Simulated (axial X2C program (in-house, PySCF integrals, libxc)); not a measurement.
**Levels of LaCl⁻ by electron attachment to LaCl (EOM-EA-CCSD)**

Calculated with an axial X2C code built on PySCF integrals: two-component X2C with atomic mean-field Coulomb and Gaunt terms, Gaussian nuclei, basis La dyall-cv3z, Cl dyall-av3z with contracted cores.

R = 2.783 Å (1.090 times 2.553 Å, the PBE0 minimum at charge 0 for the lowest determinant).

Levels of LaCl⁻ obtained by attaching an electron to LaCl:

```
  Ω  binding energy (eV)  above lowest (cm⁻¹)                  attached spinor  one-particle weight
3/2                0.927                    0                        96% La dδ                 0.86
5/2                0.806                  973                        99% La dδ                 0.86
1/2                0.776                 1215   51% La dπ, 28% La pπ, 9% La pσ                 0.90
3/2                0.630                 2394             61% La dπ, 35% La pπ                 0.89
1/2                0.567                 2900  38% La pσ, 37% La dσ, 11% La dπ                 0.91
1/2               -0.159                 8757             64% La pπ, 24% La dπ                 0.90
3/2               -0.224                 9283             64% La pπ, 24% La dπ                 0.91
```

Problem. Take the first Ω = 1/2 and Ω = 3/2 rows of π character: how far apart are they, and which lies lower?

Solution. E(3/2) − E(1/2) = 2394 − 1215 = 1179 cm⁻¹ at EOM-EA-CCSD: regular, Ω = 1/2 lower. Splittings at this level can be off by ten to twenty per cent.

Negative binding energies belong to unbound states, resonances or levels that the basis set holds; within some tenths of an eV of zero the sign is not settled.

This point took 42 s on 1 thread of Arm Neoverse V1 (shared host).

Reference electrons by ω block (each with its −ω partner): 1/2: 25, 3/2: 10, 5/2: 2. 18 electrons of LaCl correlated (inner shells frozen), 84 natural virtual spinors (a truncated set); levels can be off by some tenths of an eV. Roots sought by Ω: (1/2: 5, 3/2: 4, 5/2: 2, 7/2: 1); rows need 60 % one-particle weight and stop where some Ω has no more roots. Missing are any skipped roots, higher Ω and states of a further excitation; these come out far too high here and may in truth be low or lowest. T1 of the reference 0.020 (Lee–Taylor). Number of frozen shells: La 4 s, 3 p, 2 d; Cl 2 s, 1 p. The closed-shell reference lies 0.22 eV above the lowest PBE0 determinant.
